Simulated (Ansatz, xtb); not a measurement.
Two structures of BH10NSi3

Structure a is a singlet given by its coordinates and structure b is a singlet given by its coordinates. Both are isolated molecules in the gas phase, relaxed with r2SCAN-D4/def2-SVP.

a (Å):

```xyz
15

B    -0.1245   -0.8703    0.5316
N     0.5392   -1.6074   -0.7990
Si    0.1976    1.0930   -0.0618
Si    1.2385    2.6651    1.3174
Si    1.7125   -0.2228   -1.2457
H    -1.2655   -1.2510    0.7150
H     0.6312   -1.0984    1.4635
H    -0.7370    1.7643   -1.0291
H     1.8059    3.8130    0.5416
H     0.2780    3.2239    2.3201
H     2.3556    2.0011    2.0592
H     2.9677   -0.5869   -0.5231
H     1.9898   -0.3157   -2.7174
H     0.9297   -2.5325   -0.5990
H    -0.1801   -1.7434   -1.5140
```

Close contacts (Å): B1–N2 1.66, B1–Si3 2.08, N2–Si5 1.87, Si3–Si4 2.34, Si3–Si5 2.33, B1–H6 1.22, B1–H7 1.22, N2–H14 1.02, N2–H15 1.02, Si3–H8 1.50, Si4–H9 1.50, Si4–H10 1.50, Si4–H11 1.50, Si5–H12 1.49, Si5–H13 1.50.

b (Å):

```xyz
15

B     1.1501   -1.5512   -0.0549
N    -1.5172    0.1935   -0.2589
Si   -0.2535   -0.6694   -0.9921
Si    2.4239    0.0749   -0.0201
Si    1.5432    2.0519    0.9145
H     0.8589   -1.7740    1.1058
H     1.7224   -2.4037   -0.7047
H    -0.3328   -0.2859   -2.4360
H    -1.6981    0.1442    0.7402
H    -2.1170    0.8607   -0.7343
H     3.6115   -0.3090    0.8135
H     2.9591    0.4805   -1.3653
H     0.6721    1.7476    2.0976
H     2.6080    3.0023    1.3651
H     0.6849    2.7764   -0.0800
```

Close contacts (Å): B1–Si3 1.90, B1–Si4 2.07, N2–Si3 1.70, Si4–Si5 2.36, B1–H6 1.22, B1–H7 1.22, N2–H9 1.02, N2–H10 1.02, Si3–H8 1.50, Si4–H11 1.50, Si4–H12 1.50, Si5–H13 1.50, Si5–H14 1.50, Si5–H15 1.50.

Problem. Estimate E(b) − E(a) at the level CCSD(T)/def2-SVP + ΔMP2/def2-TZVPP.

Solution. Calculated at CCSD(T)/def2-SVP + ΔMP2/def2-TZVPP: E(b) − E(a) = +0.464 eV, so structure a lies lower.

How the difference moves with the method:

```csv
level,geometry,E(b) − E(a) (eV),departure from the last row (eV),"job, with rough time for the two"
r2SCAN-D4/def2-SVP,r2SCAN-D4/def2-SVP,+0.450,−0.013,"optimisation, 6.9 min"
HF/def2-SVP,r2SCAN-D4/def2-SVP,+0.640,+0.177,part of the CCSD(T) run
MP2/def2-SVP,r2SCAN-D4/def2-SVP,+0.580,+0.117,part of the CCSD(T) run
CCSD(T)/def2-SVP,r2SCAN-D4/def2-SVP,+0.595,+0.131,single point
CCSD(T)/def2-SVP + ΔMP2/def2-TZVPP,r2SCAN-D4/def2-SVP,+0.464,,"single point, 1.7 min"
```

The levels shown agree on the order. The largest departure from CCSD(T)/def2-SVP + ΔMP2/def2-TZVPP is that of HF/def2-SVP, 0.177 eV. Levels run at GFN2-xTB geometries aren't shown. The last row adds to CCSD(T) the change of the MP2 difference between the two basis sets, here −0.131 eV, a large step that makes the value less sure.

With thermal terms from frequencies at re-optimised GFN2-xTB minima (ideal gas, soft modes damped towards free rotors, one conformer each, 298.15 K, 1 atm): the zero-point term adds −0.084 eV; ΔH is +0.405 and ΔG +0.343 eV.

The correlated steps freeze 17 core orbitals. Codes used: Ansatz 0.2.0, xtb 6.7.1; the last row on 2 threads of Intel(R) Xeon(R) Processor @ 2.50GHz (Skylake/Cascade Lake) on a shared host.
